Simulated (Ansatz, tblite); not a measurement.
Cost and result up the ladder for Be4⁺ (the lowest doublet isomer of a short search) (4 atoms). Total charge 1; doublet. Geometry: PBE/def2-TZVP.

```xyz
4

Be    1.321   -0.610    0.426
Be    0.542    0.194   -1.403
Be   -0.542   -0.193    1.403
Be   -1.322    0.609   -0.426
```

Ansatz on 4 threads of Intel Xeon Platinum 8488C on a shared host; xTB runs through tblite on one thread. Times are rough, summed over both states, and most runs start from the orbitals of an earlier one. PBE-QIDH/def2-TZVP serves as the yardstick here, not as an exact answer. The other state is a quartet at its own geometry, which has other bonds, so the gap mixes isomer and spin.

The xTB rows come from tblite. B3LYP takes the VWN-RPA correlation. Correlated methods freeze no core orbitals. In CCSD on the charge 1 quartet the largest single amplitude is 0.98, so its Hartree–Fock determinant may place the open shell otherwise than the density functionals do. The structure comes from a short search, and lower isomers may exist.

Run but left out: HF/STO-3G, HF/def2-TZVP, HF/def2-TZVPP, MP2/def2-TZVP, MP2/def2-TZVPP (quartet: a determinant that CCSD turns far, T1 0.185).

Correlated methods converge slowly with the basis.

xTB has no spin-polarisation term.

```tsv
level	functions	quartet − doublet (eV)	difference from PBE-QIDH/def2-TZVP (eV)	remarks
PBE/def2-TZVP (with forces)	76	0.17	-0.52	–
r2SCAN/def2-TZVP	76	0.02	-0.68	–
PBE0/def2-TZVP	76	0.39	-0.31	–
BLYP/def2-TZVP	76	0.46	-0.24	–
ωB97M-V/def2-TZVP	76	0.67	-0.02	–
RPA@PBE/def2-TZVP	76	0.60	-0.10	–
B3LYP/def2-TZVP	76	0.63	-0.06	–
ωB97X-V/def2-TZVP	76	1.08	0.39	–
CCSD(T)/def2-TZVPP	76	0.71	0.02	large T1 (0.185) (quartet)
PBE-QIDH/def2-TZVP	76	0.69	0.00	–
GFN1-xTB	16	1.46	0.76	–
```

Question: Estimate how long each takes.

Answer: GFN1-xTB 0.003 s; RPA@PBE/def2-TZVP 1.2 s; PBE-QIDH/def2-TZVP 1.3 s; PBE/def2-TZVP (with forces) 1.4 s; BLYP/def2-TZVP 1.5 s; B3LYP/def2-TZVP 1.6 s; r2SCAN/def2-TZVP 2.4 s; CCSD(T)/def2-TZVPP 3.5 s; PBE0/def2-TZVP 3.8 s; ωB97M-V/def2-TZVP 5.4 s; ωB97X-V/def2-TZVP 6.7 s. On shared hardware such times vary by a factor of up to 3.
